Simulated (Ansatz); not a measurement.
Basis sets compared for CrN₄F₂H₁₂ (relaxed from a model of trans-CrF2(NH3)4, whose bonding it doesn't keep). The state is a quintet with charge 0. Geometry PBE-D4/def2-SVP. Ansatz on 2 threads of AMD EPYC 7R13 on a shared host and a share (18 GiB) of an NVIDIA H100 80GB HBM3; times are rough, and most runs start from earlier orbitals.

```xyz
19

Cr   -0.0506    0.0620    0.0154
F    -1.6421   -0.3310   -0.9221
F     1.5443    0.4268    0.9617
N     0.7854    0.6739   -1.8284
H     0.0598    1.1260   -2.4007
H     1.1150   -0.1308   -2.3795
H     1.6100    1.3233   -1.6714
N    -0.8864   -0.5549    1.8543
H    -0.1271   -0.8753    2.4700
H    -1.6068   -1.3152    1.6862
H    -1.3563    0.2156    2.3495
N    -2.8225   -2.2438    0.6775
H    -2.6485   -3.1983    0.3356
H    -2.5366   -1.5902   -0.0909
H    -3.8427   -2.1636    0.7808
N     2.9514    2.1011   -0.7081
H     2.9223    3.0818   -0.4000
H     3.9475    1.8695   -0.8155
H     2.5840    1.5231    0.0857
```

In the quintet geometry the species has come apart into loosely held pieces.

Binding counts from free atoms (Cr septet, F doublet, N quartet, H doublet) in the same basis, without a counterpoise term.

| level | functions | energy (Eh) | HOMO (eV) | LUMO (eV) | binding per atom (eV) | wall time |
| --- | --- | --- | --- | --- | --- | --- |
| HF/STO-3G | 60 | -1450.4544 | -2.97 | 11.55 | 2.57 | 4.4 s |
| PBE-D4/def2-SVP | 175 | -1469.4167 | -2.77 | -0.88 | 3.50 | 3.1 s |
| PBE0-D4/def2-SVP | 175 | -1469.4631 | -5.16 | 0.08 | 3.39 | 3.8 s |

(1) Estimate the rows for HF/def2-TZVP, PBE-D4/def2-TZVP, PBE0-D4/def2-TZVP (with forces).

## Answers

(1) 
```
                          level  functions  energy (Eh)  HOMO (eV)  LUMO (eV)  binding per atom (eV)  wall time
                   HF/def2-TZVP        303   -1467.3679     -10.86       2.00                   2.29      4.5 s
               PBE-D4/def2-TZVP        303   -1470.0923      -3.17      -1.23                   3.48      4.7 s
PBE0-D4/def2-TZVP (with forces)        303   -1470.1244      -5.43      -0.17                   3.38      5.5 s
```
